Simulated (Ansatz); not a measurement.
`F[SiH2]OC[SeH]` + `CBO` → `CBO[SiH2]F` + `OC[SeH]`  (ligand exchange at the Si–O bond)

Isolated molecules relaxed with PBE0-D4/def2-TZVP in Ansatz; ΔE leaves out vibrations. CBS: MP2 limit from def2 TZ/QZ plus the TZ coupled-cluster correction, frozen cores. Functionals use def2-TZVPP. B3LYP here is the variant with VWN-RPA as its local correlation; programs differ in this. For Se outer-core shells are correlated without core-valence functions, which leaves a few kJ/mol of doubt a bond. Scalar relativity is left out up to krypton. One conformer a species, not always the lowest.

`F[SiH2]OC[SeH]`:

Cartesian coordinates in Å:
```
F -1.701 1.577 -0.195
Si -0.589 0.894 -1.115
O -0.280 -0.617 -0.573
C -0.018 -1.024 0.733
Se 1.264 0.080 1.727
H 0.598 1.771 -1.095
H -1.141 0.706 -2.470
H 0.364 -2.043 0.705
H -0.922 -0.994 1.346
H 2.426 -0.349 0.936
```

`CBO`:

```xyz
8

C     0.773   -0.280    0.580
B    -0.482    0.286   -0.151
O    -0.779   -0.151   -1.400
H     1.325   -1.013   -0.011
H     0.481   -0.741    1.530
H     1.452    0.537    0.852
H    -1.202    1.106    0.364
H    -1.568    0.256   -1.764
```

`CBO[SiH2]F`:

Z-matrix (Å, degrees):
```
C
B 1 1.556
H 1 1.096 2 110.0
H 1 1.096 2 109.7 3 -115.1
H 1 1.091 2 113.8 3 122.6
O 2 1.363 1 120.6 3 -123.2
H 2 1.207 1 121.5 3 56.6
Si 6 1.637 2 131.8 1 -177.5
F 8 1.591 6 108.3 2 101.6
H 8 1.479 6 110.8 2 -16.6
H 8 1.475 6 108.1 2 -141.8
```

`OC[SeH]`:

```xyz
7

O     0.402   -0.362   -1.314
C     0.544    0.039    0.008
Se   -0.767   -0.735    1.260
H    -0.482   -0.135   -1.616
H     0.496    1.123    0.141
H     1.513   -0.319    0.351
H    -1.707    0.390    1.171
```

```csv
level,ΔE (kcal/mol)
PBE-D4,2.1
B3LYP-D4,1.8
PBE,1.3
r2SCAN,1.4
PBE0,1.0
CCSD(T)/def2-TZVPP,1.5
HF/def2-QZVPP,-1.0
HF/CBS(def2),-1.1
```

Problem. What does CCSD(T)/CBS give? (Estimate.)

Solution. The calculation gave: +1.5 kcal/mol. The listed levels differ from it by 0.6, 0.3, -0.2, -0.1, -0.5, 0.0, -2.5, -2.6 kcal/mol.

Largest T1 diagnostic among the species: 0.012.

The D4 term adds +1.3 kcal/mol with B3LYP and +0.7 kcal/mol with PBE0; it sums over pairs of atoms, weighted by their polarisabilities, and B3LYP, whose exchange is more repulsive, gets the larger term. In def2-TZVPP, CCSD(T) changes the Hartree–Fock value by +2.4 kcal/mol (the triples alone add +0.3 kcal/mol) and MP2 by +2.7 kcal/mol.
